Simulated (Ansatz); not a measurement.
## Molecular dynamics of ClGaH₃N

Input file:

```yaml
crystal:
  periodic: [false, false, false]
  atoms:
    - { symbol: Ga, position_ang: [0.052839, -0.045113, -0.029717] }
    - { symbol: H, position_ang: [0.043937, -0.416394, 1.493957] }
    - { symbol: "N", position_ang: [1.647506, -0.039374, -0.850594] }
    - { symbol: H, position_ang: [2.452245, -0.251733, -0.299286] }
    - { symbol: H, position_ang: [1.861073, 0.060751, -1.829213] }
    - { symbol: Cl, position_ang: [-1.729579, 0.557678, -1.016292] }
basis:
  gaussian: { orbitals: def2-SVP }
hamiltonian:
  xc: hf
md:
  timestep: 0.5
  n_steps: 250
  ensemble: nve
  temperature: 1000.0
  initial_velocities: maxwell_boltzmann
  seed: 91424
  masses: [{ species: H, mass: 3.016 }]
```

Run as:

```bash
$ ansatz run input.yaml --threads 2 --pin off --max-ram 3072MiB --backend cpu --events-out ev --progress --plain --runs-dir out
```

It goes on from the last frame of an earlier run, with new velocities.

Output, in part (one step line in 3, the closing report, with atoms numbered from 0):

```
md step     0: t =     0.00 fs  T =  1000.0 K  F+E_penalty+E_count = -66357.30254329 eV  E_kin = 0.517040 eV  conserved = -66356.78550329 eV  (35 SCF iters)
md step     3: t =     1.50 fs  T =   971.7 K  F+E_penalty+E_count = -66357.28785690 eV  E_kin = 0.502386 eV  conserved = -66356.78547123 eV  (27 SCF iters)
md step     6: t =     3.00 fs  T =   823.5 K  F+E_penalty+E_count = -66357.21085569 eV  E_kin = 0.425769 eV  conserved = -66356.78508676 eV  (27 SCF iters)
md step     9: t =     4.50 fs  T =   652.7 K  F+E_penalty+E_count = -66357.12230969 eV  E_kin = 0.337484 eV  conserved = -66356.78482544 eV  (26 SCF iters)
md step    12: t =     6.00 fs  T =   530.3 K  F+E_penalty+E_count = -66357.05901192 eV  E_kin = 0.274173 eV  conserved = -66356.78483863 eV  (27 SCF iters)
md step    15: t =     7.50 fs  T =   461.1 K  F+E_penalty+E_count = -66357.02320902 eV  E_kin = 0.238385 eV  conserved = -66356.78482366 eV  (27 SCF iters)
md step    18: t =     9.00 fs  T =   446.8 K  F+E_penalty+E_count = -66357.01577996 eV  E_kin = 0.231006 eV  conserved = -66356.78477375 eV  (27 SCF iters)
md step    21: t =    10.50 fs  T =   496.1 K  F+E_penalty+E_count = -66357.04134295 eV  E_kin = 0.256525 eV  conserved = -66356.78481767 eV  (27 SCF iters)
md step    24: t =    12.00 fs  T =   597.0 K  F+E_penalty+E_count = -66357.09363545 eV  E_kin = 0.308693 eV  conserved = -66356.78494224 eV  (27 SCF iters)
md step    27: t =    13.50 fs  T =   713.8 K  F+E_penalty+E_count = -66357.15422269 eV  E_kin = 0.369085 eV  conserved = -66356.78513728 eV  (27 SCF iters)
md step    30: t =    15.00 fs  T =   790.7 K  F+E_penalty+E_count = -66357.19417844 eV  E_kin = 0.408825 eV  conserved = -66356.78535376 eV  (28 SCF iters)
md step    33: t =    16.50 fs  T =   772.0 K  F+E_penalty+E_count = -66357.18449877 eV  E_kin = 0.399166 eV  conserved = -66356.78533258 eV  (28 SCF iters)
md step    36: t =    18.00 fs  T =   662.5 K  F+E_penalty+E_count = -66357.12755933 eV  E_kin = 0.342516 eV  conserved = -66356.78504369 eV  (27 SCF iters)
md step    39: t =    19.50 fs  T =   531.0 K  F+E_penalty+E_count = -66357.05936463 eV  E_kin = 0.274528 eV  conserved = -66356.78483673 eV  (27 SCF iters)
md step    42: t =    21.00 fs  T =   433.3 K  F+E_penalty+E_count = -66357.00880820 eV  E_kin = 0.224011 eV  conserved = -66356.78479726 eV  (28 SCF iters)
md step    45: t =    22.50 fs  T =   385.1 K  F+E_penalty+E_count = -66356.98386738 eV  E_kin = 0.199099 eV  conserved = -66356.78476816 eV  (27 SCF iters)
md step    48: t =    24.00 fs  T =   394.3 K  F+E_penalty+E_count = -66356.98861154 eV  E_kin = 0.203885 eV  conserved = -66356.78472619 eV  (27 SCF iters)
md step    51: t =    25.50 fs  T =   470.4 K  F+E_penalty+E_count = -66357.02796467 eV  E_kin = 0.243222 eV  conserved = -66356.78474261 eV  (27 SCF iters)
md step    54: t =    27.00 fs  T =   606.2 K  F+E_penalty+E_count = -66357.09832958 eV  E_kin = 0.313420 eV  conserved = -66356.78490952 eV  (28 SCF iters)
md step    57: t =    28.50 fs  T =   755.5 K  F+E_penalty+E_count = -66357.17583763 eV  E_kin = 0.390638 eV  conserved = -66356.78519947 eV  (28 SCF iters)
md step    60: t =    30.00 fs  T =   845.6 K  F+E_penalty+E_count = -66357.22255540 eV  E_kin = 0.437213 eV  conserved = -66356.78534235 eV  (27 SCF iters)
md step    63: t =    31.50 fs  T =   839.5 K  F+E_penalty+E_count = -66357.21933902 eV  E_kin = 0.434079 eV  conserved = -66356.78526011 eV  (27 SCF iters)
md step    66: t =    33.00 fs  T =   754.0 K  F+E_penalty+E_count = -66357.17505908 eV  E_kin = 0.389866 eV  conserved = -66356.78519337 eV  (27 SCF iters)
md step    69: t =    34.50 fs  T =   611.2 K  F+E_penalty+E_count = -66357.10112485 eV  E_kin = 0.316016 eV  conserved = -66356.78510888 eV  (27 SCF iters)
md step    72: t =    36.00 fs  T =   440.2 K  F+E_penalty+E_count = -66357.01248334 eV  E_kin = 0.227592 eV  conserved = -66356.78489092 eV  (27 SCF iters)
md step    75: t =    37.50 fs  T =   298.3 K  F+E_penalty+E_count = -66356.93889482 eV  E_kin = 0.154208 eV  conserved = -66356.78468633 eV  (26 SCF iters)
md step    78: t =    39.00 fs  T =   239.4 K  F+E_penalty+E_count = -66356.90840587 eV  E_kin = 0.123777 eV  conserved = -66356.78462858 eV  (25 SCF iters)
md step    81: t =    40.50 fs  T =   280.2 K  F+E_penalty+E_count = -66356.92960665 eV  E_kin = 0.144880 eV  conserved = -66356.78472653 eV  (27 SCF iters)
md step    84: t =    42.00 fs  T =   393.9 K  F+E_penalty+E_count = -66356.98860315 eV  E_kin = 0.203645 eV  conserved = -66356.78495799 eV  (26 SCF iters)
md step    87: t =    43.50 fs  T =   520.8 K  F+E_penalty+E_count = -66357.05442579 eV  E_kin = 0.269275 eV  conserved = -66356.78515075 eV  (26 SCF iters)
md step    90: t =    45.00 fs  T =   611.3 K  F+E_penalty+E_count = -66357.10126508 eV  E_kin = 0.316079 eV  conserved = -66356.78518639 eV  (26 SCF iters)
md step    93: t =    46.50 fs  T =   650.0 K  F+E_penalty+E_count = -66357.12129835 eV  E_kin = 0.336057 eV  conserved = -66356.78524178 eV  (26 SCF iters)
md step    96: t =    48.00 fs  T =   623.2 K  F+E_penalty+E_count = -66357.10749391 eV  E_kin = 0.322231 eV  conserved = -66356.78526310 eV  (26 SCF iters)
md step    99: t =    49.50 fs  T =   530.0 K  F+E_penalty+E_count = -66357.05913346 eV  E_kin = 0.274040 eV  conserved = -66356.78509344 eV  (27 SCF iters)
md step   102: t =    51.00 fs  T =   413.7 K  F+E_penalty+E_count = -66356.99875184 eV  E_kin = 0.213897 eV  conserved = -66356.78485505 eV  (27 SCF iters)
md step   105: t =    52.50 fs  T =   336.2 K  F+E_penalty+E_count = -66356.95852268 eV  E_kin = 0.173811 eV  conserved = -66356.78471143 eV  (27 SCF iters)
md step   108: t =    54.00 fs  T =   335.8 K  F+E_penalty+E_count = -66356.95833421 eV  E_kin = 0.173600 eV  conserved = -66356.78473417 eV  (36 SCF iters)
md step   111: t =    55.50 fs  T =   405.4 K  F+E_penalty+E_count = -66356.99455298 eV  E_kin = 0.209620 eV  conserved = -66356.78493298 eV  (27 SCF iters)
md step   114: t =    57.00 fs  T =   497.1 K  F+E_penalty+E_count = -66357.04208285 eV  E_kin = 0.257016 eV  conserved = -66356.78506706 eV  (27 SCF iters)
md step   117: t =    58.50 fs  T =   584.0 K  F+E_penalty+E_count = -66357.08685513 eV  E_kin = 0.301955 eV  conserved = -66356.78489971 eV  (27 SCF iters)
md step   120: t =    60.00 fs  T =   700.4 K  F+E_penalty+E_count = -66357.14711298 eV  E_kin = 0.362148 eV  conserved = -66356.78496486 eV  (27 SCF iters)
md step   123: t =    61.50 fs  T =   825.2 K  F+E_penalty+E_count = -66357.21211477 eV  E_kin = 0.426675 eV  conserved = -66356.78544018 eV  (26 SCF iters)
md step   126: t =    63.00 fs  T =   851.8 K  F+E_penalty+E_count = -66357.22594993 eV  E_kin = 0.440414 eV  conserved = -66356.78553583 eV  (27 SCF iters)
md step   129: t =    64.50 fs  T =   755.1 K  F+E_penalty+E_count = -66357.17558991 eV  E_kin = 0.390432 eV  conserved = -66356.78515810 eV  (26 SCF iters)
md step   132: t =    66.00 fs  T =   624.6 K  F+E_penalty+E_count = -66357.10777480 eV  E_kin = 0.322962 eV  conserved = -66356.78481300 eV  (27 SCF iters)
md step   135: t =    67.50 fs  T =   547.3 K  F+E_penalty+E_count = -66357.06774852 eV  E_kin = 0.282968 eV  conserved = -66356.78478018 eV  (36 SCF iters)
md step   138: t =    69.00 fs  T =   531.5 K  F+E_penalty+E_count = -66357.05981363 eV  E_kin = 0.274819 eV  conserved = -66356.78499433 eV  (28 SCF iters)
md step   141: t =    70.50 fs  T =   524.7 K  F+E_penalty+E_count = -66357.05642307 eV  E_kin = 0.271287 eV  conserved = -66356.78513593 eV  (29 SCF iters)
md step   144: t =    72.00 fs  T =   499.6 K  F+E_penalty+E_count = -66357.04318001 eV  E_kin = 0.258312 eV  conserved = -66356.78486789 eV  (28 SCF iters)
md step   147: t =    73.50 fs  T =   525.3 K  F+E_penalty+E_count = -66357.05619823 eV  E_kin = 0.271592 eV  conserved = -66356.78460615 eV  (26 SCF iters)
md step   150: t =    75.00 fs  T =   655.3 K  F+E_penalty+E_count = -66357.12394105 eV  E_kin = 0.338828 eV  conserved = -66356.78511354 eV  (27 SCF iters)
md step   153: t =    76.50 fs  T =   773.1 K  F+E_penalty+E_count = -66357.18537375 eV  E_kin = 0.399745 eV  conserved = -66356.78562865 eV  (34 SCF iters)
md step   156: t =    78.00 fs  T =   754.2 K  F+E_penalty+E_count = -66357.17536806 eV  E_kin = 0.389945 eV  conserved = -66356.78542277 eV  (26 SCF iters)
md step   159: t =    79.50 fs  T =   638.4 K  F+E_penalty+E_count = -66357.11506283 eV  E_kin = 0.330090 eV  conserved = -66356.78497269 eV  (27 SCF iters)
md step   162: t =    81.00 fs  T =   538.5 K  F+E_penalty+E_count = -66357.06318112 eV  E_kin = 0.278429 eV  conserved = -66356.78475197 eV  (26 SCF iters)
md step   165: t =    82.50 fs  T =   511.5 K  F+E_penalty+E_count = -66357.04934575 eV  E_kin = 0.264468 eV  conserved = -66356.78487727 eV  (27 SCF iters)
md step   168: t =    84.00 fs  T =   523.3 K  F+E_penalty+E_count = -66357.05578787 eV  E_kin = 0.270587 eV  conserved = -66356.78520047 eV  (28 SCF iters)
md step   171: t =    85.50 fs  T =   494.1 K  F+E_penalty+E_count = -66357.04075746 eV  E_kin = 0.255491 eV  conserved = -66356.78526615 eV  (27 SCF iters)
md step   174: t =    87.00 fs  T =   422.2 K  F+E_penalty+E_count = -66357.00298171 eV  E_kin = 0.218298 eV  conserved = -66356.78468348 eV  (27 SCF iters)
md step   177: t =    88.50 fs  T =   446.1 K  F+E_penalty+E_count = -66357.01508525 eV  E_kin = 0.230638 eV  conserved = -66356.78444757 eV  (27 SCF iters)
md step   180: t =    90.00 fs  T =   610.7 K  F+E_penalty+E_count = -66357.10101375 eV  E_kin = 0.315763 eV  conserved = -66356.78525052 eV  (26 SCF iters)
md step   183: t =    91.50 fs  T =   734.3 K  F+E_penalty+E_count = -66357.16537414 eV  E_kin = 0.379648 eV  conserved = -66356.78572588 eV  (34 SCF iters)
md step   186: t =    93.00 fs  T =   697.7 K  F+E_penalty+E_count = -66357.14612877 eV  E_kin = 0.360738 eV  conserved = -66356.78539037 eV  (26 SCF iters)
md step   189: t =    94.50 fs  T =   577.1 K  F+E_penalty+E_count = -66357.08328598 eV  E_kin = 0.298396 eV  conserved = -66356.78488989 eV  (27 SCF iters)
md step   192: t =    96.00 fs  T =   501.8 K  F+E_penalty+E_count = -66357.04412919 eV  E_kin = 0.259427 eV  conserved = -66356.78470248 eV  (27 SCF iters)
md step   195: t =    97.50 fs  T =   517.5 K  F+E_penalty+E_count = -66357.05261542 eV  E_kin = 0.267594 eV  conserved = -66356.78502180 eV  (27 SCF iters)
md step   198: t =    99.00 fs  T =   542.3 K  F+E_penalty+E_count = -66357.06595571 eV  E_kin = 0.280384 eV  conserved = -66356.78557124 eV  (27 SCF iters)
md step   201: t =   100.50 fs  T =   452.5 K  F+E_penalty+E_count = -66357.01942360 eV  E_kin = 0.233985 eV  conserved = -66356.78543861 eV  (27 SCF iters)
md step   204: t =   102.00 fs  T =   303.3 K  F+E_penalty+E_count = -66356.94126670 eV  E_kin = 0.156833 eV  conserved = -66356.78443336 eV  (28 SCF iters)
md step   207: t =   103.50 fs  T =   323.6 K  F+E_penalty+E_count = -66356.95178094 eV  E_kin = 0.167292 eV  conserved = -66356.78448902 eV  (26 SCF iters)
md step   210: t =   105.00 fs  T =   500.6 K  F+E_penalty+E_count = -66357.04435295 eV  E_kin = 0.258856 eV  conserved = -66356.78549713 eV  (27 SCF iters)
md step   213: t =   106.50 fs  T =   598.3 K  F+E_penalty+E_count = -66357.09498772 eV  E_kin = 0.309341 eV  conserved = -66356.78564636 eV  (26 SCF iters)
md step   216: t =   108.00 fs  T =   554.2 K  F+E_penalty+E_count = -66357.07168333 eV  E_kin = 0.286538 eV  conserved = -66356.78514504 eV  (27 SCF iters)
md step   219: t =   109.50 fs  T =   480.9 K  F+E_penalty+E_count = -66357.03339278 eV  E_kin = 0.248638 eV  conserved = -66356.78475429 eV  (28 SCF iters)
md step   222: t =   111.00 fs  T =   478.6 K  F+E_penalty+E_count = -66357.03223719 eV  E_kin = 0.247465 eV  conserved = -66356.78477195 eV  (27 SCF iters)
md step   225: t =   112.50 fs  T =   542.6 K  F+E_penalty+E_count = -66357.06573998 eV  E_kin = 0.280570 eV  conserved = -66356.78517026 eV  (28 SCF iters)
md step   228: t =   114.00 fs  T =   572.7 K  F+E_penalty+E_count = -66357.08165287 eV  E_kin = 0.296106 eV  conserved = -66356.78554684 eV  (27 SCF iters)
md step   231: t =   115.50 fs  T =   487.5 K  F+E_penalty+E_count = -66357.03728139 eV  E_kin = 0.252067 eV  conserved = -66356.78521466 eV  (29 SCF iters)
md step   234: t =   117.00 fs  T =   378.1 K  F+E_penalty+E_count = -66356.98000230 eV  E_kin = 0.195509 eV  conserved = -66356.78449344 eV  (27 SCF iters)
md step   237: t =   118.50 fs  T =   410.0 K  F+E_penalty+E_count = -66356.99667383 eV  E_kin = 0.212012 eV  conserved = -66356.78466166 eV  (26 SCF iters)
md step   240: t =   120.00 fs  T =   550.4 K  F+E_penalty+E_count = -66357.06982130 eV  E_kin = 0.284565 eV  conserved = -66356.78525645 eV  (27 SCF iters)
md step   243: t =   121.50 fs  T =   651.5 K  F+E_penalty+E_count = -66357.12227281 eV  E_kin = 0.336852 eV  conserved = -66356.78542100 eV  (27 SCF iters)
md step   246: t =   123.00 fs  T =   659.7 K  F+E_penalty+E_count = -66357.12632546 eV  E_kin = 0.341115 eV  conserved = -66356.78521010 eV  (27 SCF iters)
md step   249: t =   124.50 fs  T =   625.9 K  F+E_penalty+E_count = -66357.10853674 eV  E_kin = 0.323625 eV  conserved = -66356.78491201 eV  (26 SCF iters)
md step   250: t =   125.00 fs  T =   619.6 K  F+E_penalty+E_count = -66357.10520808 eV  E_kin = 0.320355 eV  conserved = -66356.78485261 eV  (36 SCF iters)
Total energy: -66357.10520808 eV, -2438.5786379357 hartree
Atom 0 at     0.077073    -0.041283     0.063081 Å, force    -0.262635    -0.545295    -0.490471 eV/Å
Atom 1 at    -0.224957    -0.701109     1.461102 Å, force     0.219156     0.325625    -0.226935 eV/Å
Atom 2 at     1.637397     0.054381    -0.900103 Å, force     0.054772    -0.165218    -1.848802 eV/Å
Atom 3 at     2.405424    -0.646391    -0.877799 Å, force    -1.252877     1.234140     0.064881 eV/Å
Atom 4 at     1.483850     0.411723    -1.884765 Å, force     0.619146    -0.868314     2.074452 eV/Å
Atom 5 at    -1.714295     0.541040    -1.122505 Å, force     0.622439     0.019061     0.426874 eV/Å
Dipole moment:     0.508680    -0.191936     0.136260 e Å
```

All steps were run. The conserved energy stayed within 0.21 meV per atom of its start (net change 0.11 meV per atom), so the integration is sound. Over the second half the temperature averaged 0.56 of the 1000 K drawn at the start: a run that starts near a minimum puts about half its kinetic energy into the potential. A run of 0.12 ps of so small a system gives no equilibrium averages.

The same pairs are bonded in the first frame and the last. Pairs count as bonded within 1.25 times the sum of covalent radii (0.12 Å more for H–H).

Last frame:

```xyz
6
Properties=species:S:1:pos:R:3
Ga 0.077 -0.041 0.063
H -0.225 -0.701 1.461
N 1.637 0.054 -0.900
H 2.405 -0.646 -0.878
H 1.484 0.412 -1.885
Cl -1.714 0.541 -1.123
```

Time of the run: 2.7 min on 2 threads of Arm Neoverse V1, on a shared host, peak memory 0.15 GiB.
